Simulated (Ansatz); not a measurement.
Input file:

```yaml
crystal:
  periodic: [false, false, false]
  atoms:
    - { symbol: C, position_ang: [-1.7777, 0.3727, -1.3656] }
    - { symbol: B, position_ang: [-0.7013, -0.6471, -1.0408] }
    - { symbol: "N", position_ang: [-0.5545, -1.1323, 0.3772] }
    - { symbol: Si, position_ang: [1.2059, -0.6871, 0.9253] }
    - { symbol: C, position_ang: [1.2607, 1.1442, 1.1481] }
    - { symbol: H, position_ang: [-2.819, 0.0175, -1.1095] }
    - { symbol: H, position_ang: [-1.6178, 1.3481, -0.7935] }
    - { symbol: H, position_ang: [-1.7678, 0.6685, -2.4685] }
    - { symbol: H, position_ang: [0.0017, -1.0403, -1.8615] }
    - { symbol: H, position_ang: [-0.5719, -2.1753, 0.3887] }
    - { symbol: H, position_ang: [1.4014, -1.3609, 2.2318] }
    - { symbol: H, position_ang: [2.1423, -1.1336, -0.047] }
    - { symbol: H, position_ang: [0.4508, 1.5082, 1.8885] }
    - { symbol: H, position_ang: [2.2466, 1.4186, 1.5543] }
    - { symbol: H, position_ang: [1.0789, 1.648, 0.2019] }
basis:
  gaussian: { orbitals: def2-SVP }
hamiltonian:
  xc: pbe
relax:
  f_tol: 0.015
  max_steps: 40
output:
  orbitals: {}
```

Command:

```bash
$ ansatz run input.yaml --threads 2 --pin off --max-ram 3072MiB --backend cpu --events-out ev --progress --plain --runs-dir out
```

Hardware: 2 threads of Arm Neoverse V2, with other jobs on the host.

Q: Roughly how long does this run take, and how much memory?

A: 40 s, with a peak of 0.16 GiB, for 14 ionic steps.
